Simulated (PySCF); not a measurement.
# Computed beside measured shifts

System: (4-Bromobenzyl)Diphenylphosphine Oxide (C19H16BrOP), SMILES O=P(Cc1ccc(Br)cc1)(c1ccccc1)c1ccccc1.

Atom-mapped SMILES (hydrogens are numbered by the atom that bears them): [O:1]=[P:2]([CH2:3][c:4]1[cH:5][cH:6][c:7]([Br:8])[cH:9][cH:10]1)([c:11]1[cH:12][cH:13][cH:14][cH:15][cH:16]1)[c:17]1[cH:18][cH:19][cH:20][cH:21][cH:22]1

Computed with GIAO PBE0/pcSseg-2, gas phase, PySCF SCF with an in-house response code, fitting set def2-universal-JFIT up to Ne and JKFIT beyond, grid level 2, non-relativistic, geometry: PBE0-D3(BJ)/def2-SVP.

One optimised conformer. Values are averaged over the atoms that symmetry or fast rotation interchanges, on this one geometry and without vibrational averaging. Shifts are the reference shielding less the shielding here, at the same level (13C, 1H against isolated TMS; 17O against isolated H2O; 31P against isolated H3PO4); nuclei without a reference have shieldings only.

Spin-orbit coupling, left out here, shifts light nuclei bound to heavy atoms (carbon on iodine by tens of ppm).

**Question.** What shifts does this level give for P2, and how do they compare with measurement?

**Answer.** 
```
atom  nucleus  computed / ppm  measured / ppm  computed less measured  measured against  medium of the measurement
  P2      31P             4.1            29.1                   -25.0        85 % H3PO4                      CDCl3
```

Computed 19F and 31P shifts carry an offset from the reference molecule (CFCl3 is hard for DFT, lone H3PO4 or PH3 isn't the 85 % acid), so differences between compounds are more accurate than the values.

Measured values: supporting information or article, doi 10.1039/d2ra02812c.
